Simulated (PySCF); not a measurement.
**Electronic absorption of MoSF4**

MoSF4 (singlet state).
Geometry (PBE0-D3(BJ)/def2-SVP, Å), atoms numbered from 1 in this order:
```xyz
6
F4MoS angstrom
Mo     0.001    0.000   -0.024
S      0.002   -0.006    2.042
F      1.770    0.004   -0.508
F     -0.004    1.772   -0.498
F     -1.771   -0.001   -0.501
F      0.002   -1.769   -0.511
```

Level of theory: PySCF, TDDFT CAM-B3LYP/def2-SVPD, vertical, gas phase, core orbitals frozen in the response, def2 core potentials past Kr. Spin–orbit coupling is left out.

Problem. Predict the UV-vis stick spectrum at this level.

Solution. 

```json
{"state": "S1", "E (eV)": "3.44", "E (kJ/mol)": "332", "λ (nm)": "360.2", "f": "0.0005", "symmetry": "–", "main configurations (H = HOMO, L = LUMO)": "H-1/H→L (100%)"}
{"state": "S2", "E (eV)": "3.44", "E (kJ/mol)": "332", "λ (nm)": "360.2", "f": "0.0005", "symmetry": "–", "main configurations (H = HOMO, L = LUMO)": "H-1/H→L (100%)"}
{"state": "S3", "E (eV)": "3.48", "E (kJ/mol)": "335", "λ (nm)": "356.6", "f": "0.0000", "symmetry": "–", "main configurations (H = HOMO, L = LUMO)": "H-1/H→L+1/L+2 (≥87%)"}
{"state": "S4", "E (eV)": "3.81", "E (kJ/mol)": "367", "λ (nm)": "325.6", "f": "0.0000", "symmetry": "–", "main configurations (H = HOMO, L = LUMO)": "H-1/H→L+1/L+2 (≥94%)"}
{"state": "S5", "E (eV)": "3.87", "E (kJ/mol)": "373", "λ (nm)": "320.5", "f": "0.0000", "symmetry": "–", "main configurations (H = HOMO, L = LUMO)": "H-1/H→L+1/L+2 (≥93%)"}
{"state": "S6", "E (eV)": "4.97", "E (kJ/mol)": "480", "λ (nm)": "249.3", "f": "0.0000", "symmetry": "–", "main configurations (H = HOMO, L = LUMO)": "H-2→L (98%)"}
{"state": "S7", "E (eV)": "5.19", "E (kJ/mol)": "501", "λ (nm)": "238.9", "f": "0.0046", "symmetry": "E", "main configurations (H = HOMO, L = LUMO)": "H-2→L+1/L+2 (≥91%)"}
{"state": "S8", "E (eV)": "5.19", "E (kJ/mol)": "501", "λ (nm)": "238.9", "f": "0.0046", "symmetry": "E", "main configurations (H = HOMO, L = LUMO)": "H-2→L+1/L+2 (≥91%)"}
{"state": "S9", "E (eV)": "5.25", "E (kJ/mol)": "506", "λ (nm)": "236.4", "f": "0.0010", "symmetry": "–", "main configurations (H = HOMO, L = LUMO)": "H-1/H→L+3 (≥88%)"}
{"state": "S10", "E (eV)": "5.25", "E (kJ/mol)": "506", "λ (nm)": "236.4", "f": "0.0010", "symmetry": "–", "main configurations (H = HOMO, L = LUMO)": "H-1/H→L+3 (≥88%)"}
```

Triplets (Tamm–Dancoff): T1 2.80 eV, H-1/H→L+1/L+2 (≥86%); T2 3.08 eV, H-1/H→L+1/L+2 (≥94%); T3 3.15 eV, H-1/H→L+1/L+2 (≥94%).

The lowest singlet level (S1/S2) lies at 3.44 eV (360 nm, ultraviolet) and is very weak. The most intense listed level is S7/S8 at 5.19 eV (239 nm, f = 0.0092 summed), 1.75 eV above S1. S1/S2, S7/S8 and S9/S10 lie within about 0.01 eV of each other in each set; the point group C4v has degenerate representations, and within a degenerate level the listed configurations can mix freely. For S1 the Löwdin share of molybdenum is 18% in HOMO and 70% in LUMO; for S7 the Löwdin share of molybdenum is 23% in HOMO-2 and 54% in LUMO+1. Orbital energies (eV): HOMO-3 -13.46, HOMO-2 -12.72, HOMO-1 -11.12, HOMO -11.12, LUMO -3.57, LUMO+1 -3.17, LUMO+2 -3.17. Of the 10 states listed, none reaches f = 0.01 and 4 stay under 0.0005. The listed states span 1.80 eV, and the widest gap between neighbours is 1.10 eV (S5 to S6). No computed singlet lies in the visible range (380 to 750 nm); the lowest, at 360 nm, stands 0.18 eV above its violet end (3.26 eV); a Tamm–Dancoff triplet lies at 443 nm, without intensity as long as spin–orbit coupling is left out. Symmetry labels in C4v follow from the direction of the transition dipole and are given only for states with f of 0.002 or more. Orbitals of the list HOMO-3 to LUMO+2 that lie within 0.01 eV of each other are written together with a slash and their weights summed (≥ marks a lower bound); for degenerate orbitals outside that list single weights are arbitrary. The window holds the lowest 10 singlets.
